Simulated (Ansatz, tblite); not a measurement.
Removing and adding an electron: In9N9H24, a nanocrystal cut from wurtzite InN (hydrogen-capped). Charge 0, multiplicity 1. Geometry: PBE-D4/def2-SVP. Ansatz, gas phase; energy differences of separate SCF runs; the oxidised species was run as a doublet alone; the reduced species was run as a doublet alone.

```xyz
42

In    1.202    0.461   -4.215
N     1.253   -1.718   -3.561
N     0.526    1.267   -2.256
In   -1.518    0.641   -1.788
In    0.710   -2.318   -1.492
N    -1.271   -1.462   -1.149
N    -2.044    1.670    0.070
In   -4.162    1.303    0.639
In   -1.919   -1.906    0.889
N    -3.893   -0.909    1.104
In    2.070    1.053   -0.721
N     1.962   -1.091   -0.189
N     1.280    2.052    1.059
In   -0.703    1.488    1.790
In    1.483   -1.515    1.900
N    -0.536   -0.699    2.073
In    2.776    2.100    2.703
N     2.771   -0.144    3.083
H    -0.123    0.526   -5.349
H     2.882    0.866   -4.452
H     0.651   -2.252   -4.206
H     2.202   -2.078   -3.749
H     0.455    2.288   -2.414
H    -2.672    0.772   -3.087
H     0.853   -4.047   -1.305
H    -1.907   -2.006   -1.758
H    -2.019    2.676   -0.174
H    -5.150    1.310   -0.799
H    -4.469    2.024    2.198
H    -2.043   -3.593    1.316
H    -4.569   -1.434    0.528
H    -4.215   -1.066    2.072
H     3.686    1.503   -1.195
H     2.922   -1.451   -0.323
H     1.182    3.044    0.778
H    -1.229    2.273    3.254
H     1.705   -3.163    2.430
H    -0.809   -0.866    3.057
H     4.357    2.407    2.031
H     2.033    2.768    4.134
H     3.743   -0.478    2.994
H     2.547   -0.292    4.079
```

In the def2 sets In takes a core potential; there is no spin–orbit coupling. The xTB rows come from tblite. Single mean-field runs in def2-TZVP are fitted with def2-universal-jkfit. HOMO above LUMO, or a gap near zero within one spin, warns that the state may not be the lowest or that an electron is smeared out.

| level | −HOMO (eV) | vertical IE (eV) | −LUMO (eV) | vertical EA (eV) | HOMO–LUMO gap (eV) | IE − EA (eV) | remarks |
| --- | --- | --- | --- | --- | --- | --- | --- |
| GFN1-xTB | 8.27 | 9.85 | 5.47 | 4.13 | 2.79 | 5.73 | – |
| PBE-D4/def2-TZVP | 5.93 | – | 2.20 | 0.80 | 3.73 | – | HOMO above zero (-1 doublet), gap within one spin near zero (-1 doublet) |

(1) Estimate the rows for GFN2-xTB, PBE0-D4/def2-TZVP.

Answers

(1) 
```tsv
level	−HOMO (eV)	vertical IE (eV)	−LUMO (eV)	vertical EA (eV)	HOMO–LUMO gap (eV)	IE − EA (eV)	remarks
GFN2-xTB	10.87	12.38	7.82	6.26	3.05	6.12	–
PBE0-D4/def2-TZVP	7.08	8.21	1.36	0.41	5.72	7.80	HOMO above zero (-1 doublet)
```

Run but left out: PBE-D4/def2-TZVP (charge +1 doublet: an occupied level 0.00 eV above an empty one).   A HOMO above zero means that the electron is unbound at that level or that self-interaction error raises the level; the energy of removing that electron tells which. Raw xTB energy differences between charge states are shifted by several eV; the methods need an empirical correction for them. Sets without diffuse functions give affinities that are too small.
